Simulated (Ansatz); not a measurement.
Program: Ansatz. Geometries: PBE0-D4/def2-TZVP. ΔE: electronic, gas phase. CBS: MP2 limit from def2 TZ/QZ plus the TZ coupled-cluster correction, frozen cores. This one scheme is used for every species. DFT in def2-TZVPP. One conformer a species, not always the lowest.

`F[SiH]([SiH3])O[SiH3]` + H₂O → `O[SiH](F)[SiH3]` + silanol  (formal hydrolysis of the Si–O bond)

| species | PBE energy (Eh) |
| --- | --- |
| `F[SiH]([SiH3])O[SiH3]` | -1047.36025 |
| H₂O | -76.38007 |
| `O[SiH](F)[SiH3]` | -756.78052 |
| `O[SiH3]` | -366.95617 |

Q: Work out ΔE.

A: ΔE = (-756.78052) + (-366.95617) − (-1047.36025) − (-76.38007) = 0.00363 Eh = +2.3 kcal/mol. CCSD(T)/CBS gives +5.1 kcal/mol.

Largest T1 diagnostic among the species: 0.013.

The D4 term adds +2.1 kcal/mol with B3LYP and +1.2 kcal/mol with PBE0; it sums over pairs of atoms, weighted by their polarisabilities, and B3LYP, whose exchange is more repulsive, gets the larger term. Leaving LDA and LC-ωPBE aside and taking each functional with its dispersion term where it has one, the values, not all of them listed here, spread over 2.2 kcal/mol, from B2PLYP to BHLYP-D4.

B3LYP here is the variant with VWN-RPA as its local correlation; programs differ in this.
